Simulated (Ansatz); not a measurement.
Reaction (hydrogenolysis of the Si–O bond): `C[Si](O)(S)Cl` + H₂ → `C[SiH](S)Cl` + H₂O

Computed with Ansatz on PBE0-D4/def2-TZVP structures; ΔE is electronic, products minus reactants. CCSD(T)/CBS adds triple-zeta CCSD(T) − MP2 to the extrapolated MP2 energy (def2 sets, frozen cores). This one scheme is used for every species. Functionals use def2-TZVPP. B3LYP here is the variant with VWN-RPA as its local correlation; programs differ in this. Each species was taken in one conformer, which may not be the lowest.

`C[Si](O)(S)Cl`:

```xyz
10

C     0.738   -1.083    0.501
Si   -0.026    0.303   -0.446
O     0.408    1.684    0.314
S    -2.139    0.158   -0.684
Cl    0.654    0.297   -2.388
H     1.821   -0.948    0.549
H     0.522   -2.038    0.020
H     0.347   -1.106    1.520
H     0.043    2.504   -0.025
H    -2.369    0.229    0.640
```

H₂:

Cartesian coordinates in Å:
```
H 0.082 -0.364 0.000
H -0.082 0.364 0.000
```

`C[SiH](S)Cl`:

Z-matrix (Å, degrees):
```
C
Si 1 1.855
H 1 1.092 2 110.1
H 1 1.092 2 110.6 3 -120.1
H 1 1.092 2 110.2 3 120.3
S 2 2.127 1 112.6 3 58.6
Cl 2 2.062 1 107.8 3 -178.0
H 2 1.480 1 113.1 3 -59.4
H 6 1.344 2 94.4 1 51.7
```

H₂O:

```xyz
3

O     0.064    0.053    0.380
H     0.684   -0.273   -0.276
H    -0.747    0.219   -0.104
```

```tsv
level	ΔE (kJ/mol)	difference from CCSD(T)/CBS
PBE-D4	88.6	-2.0
r2SCAN-D4	99.2	8.6
PBE0-D4	87.4	-3.2
B3LYP-D4	94.4	3.8
ωB97X-V	92.5	1.9
ωB97M-V	95.1	4.5
B2PLYP	91.7	1.1
PBE	83.7	-6.9
r2SCAN	98.0	7.4
PBE0	83.2	-7.4
B3LYP	86.5	-4.1
HF/def2-TZVPP	83.5	-7.1
MP2/def2-TZVPP	97.2	6.6
SCS-MP2/def2-TZVPP	93.3	2.7
CCSD/def2-TZVPP	88.1	-2.5
CCSD(T)/def2-TZVPP	91.0	0.4
HF/def2-QZVPP	83.4	-7.2
MP2/def2-QZVPP	97.0	6.4
SCS-MP2/def2-QZVPP	93.1	2.5
HF/CBS(def2)	83.4	-7.2
MP2/CBS(def2)	96.9	6.3
CCSD/CBS(def2)	87.7	-2.9
CCSD(T)/CBS	90.6	0
```

Largest T1 diagnostic among the species: 0.010.

In def2-TZVPP, CCSD(T) changes the Hartree–Fock value by +7.5 kJ/mol (the triples alone add +2.9 kJ/mol) and MP2 by +13.7 kJ/mol. The D4 term adds +7.9 kJ/mol with B3LYP and +4.2 kJ/mol with PBE0; it sums over pairs of atoms, weighted by their polarisabilities, and B3LYP, whose exchange is more repulsive, gets the larger term.
